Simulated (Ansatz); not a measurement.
**Cost against result**

Saddle point of BSiH$_{6}$BrO, closed shell (SiH₄O ([OH][SiH3]) + BH₂Br ([BH2][Br]) → BSiH₅O ([BH2][O][SiH3]) + HBr; bonds formed: Br2–H5; dative contacts that become bonds: B1–O6; bonds broken: B1–Br2, H5–O6), PBE0-D4/def2-TZVP structure:

```
10
angstrom
B -0.2339 -1.3038 0.2745
Br 2.1263 -1.6617 -0.0887
H -0.6678 -2.2896 -0.2289
H -0.3249 -1.0734 1.4445
H 1.1249 -0.5560 -0.7254
O -0.1107 -0.1386 -0.6150
Si -0.4145 1.4361 -0.1094
H 0.4617 1.7648 1.0400
H -0.1206 2.3031 -1.2711
H -1.8407 1.5188 0.2796
```

Barriers are electronic and count from the start structure reached by relaxing down the imaginary mode.

Program: Ansatz 0.2.0. Basis: as named in each row. Cores are frozen in the correlated methods. Filled d shells of the heavier atoms are correlated. The def2 sets are not built for correlating such inner shells, so the correlated values are less sure here. B3LYP uses VWN-RPA correlation. Extrapolation: Hartree–Fock as exp(−7.88 √X), correlation as X^−2.97.

Times are rough, for one single point on 8 threads of a shared host (Arm Neoverse V2).

The estimate by CCSD(T) at an estimated basis limit (MP2 extrapolated from triple and quadruple zeta, plus CCSD(T) − MP2 in triple zeta) is 18.85 kcal/mol.

```
      method       basis  time (s)  barrier (kcal/mol)  method less estimate
          HF      STO-3G   under 1               43.16                 24.31
      PBE-D4      STO-3G   under 1               16.81                 -2.04
       SPW92    def2-SVP   under 1               12.55                 -6.30
      PBE-D4    def2-SVP   under 1               13.47                 -5.38
    B3LYP-D4       6-31G   under 1               22.03                  3.18
       SPW92  def2-TZVPP   under 1               13.53                 -5.32
     PBE0-D4    def2-SVP   under 1               17.13                 -1.72
      PBE-D4  def2-TZVPP         1               14.36                 -4.49
     BLYP-D4  def2-TZVPP         1               13.65                 -5.20
    B3LYP-D4  def2-TZVPP         1               16.36                 -2.49
    BHLYP-D4  def2-TZVPP         1               19.90                  1.05
     PBE0-D4  def2-TZVPP         2               17.56                 -1.29
CAM-B3LYP-D4  def2-TZVPP         2               17.94                 -0.91
   r2SCAN-D4  def2-TZVPP         2               15.66                 -3.19
     wB97M-V    def2-SVP         2               18.50                 -0.35
  r2SCAN0-D4  def2-TZVPP         2               18.11                 -0.74
  RPA on PBE  def2-TZVPP         2               17.76                 -1.09
      B2PLYP  def2-TZVPP         3               17.24                 -1.61
     CCSD(T)    def2-SVP         3               19.55                  0.70
    PBE-QIDH  def2-TZVPP         3               19.26                  0.41
     wB97X-V  def2-TZVPP         4               19.53                  0.68
     wB97M-V  def2-TZVPP         4               19.25                  0.40
      B97M-V  def2-TZVPP         5               18.82                 -0.03
         MP2  def2-QZVPP        11               18.17                 -0.67
     CCSD(T)  def2-TZVPP        73               18.97                  0.12
```

All methods are single points on the PBE0-D4 structures.

T1 diagnostic: at most 0.011.

The step is the kind of ligand exchange by which a precursor binds to a hydroxyl group, or is hydrolysed, in atomic layer deposition of oxides.

Labels in which every atom is bracketed show which atoms are joined, not bond orders.
